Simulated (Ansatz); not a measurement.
Harmonic frequencies (cm⁻¹) at PBE0-D4/def2-TZVP from Ansatz: 67, 151, 197, 202, 268, 407, 410, 475, 562, 571, 589, 620, 642, 653, 856, 885, 2041, 2046.

**Question.** Which molecule is it?
A. `[AlH2-]1[Cl+][AlH2-][Cl+]1`
B. `[F][Ga-]1([F])[OH+][Ga-]([F])([F])[OH+]1`
C. `[Cl][In@H-]1[OH+][In@@H-]([Cl])[OH+]1`
D. `[F][Al@H-]1[F+][Al@@H-]([F])[F+]1`

**Answer.** D.
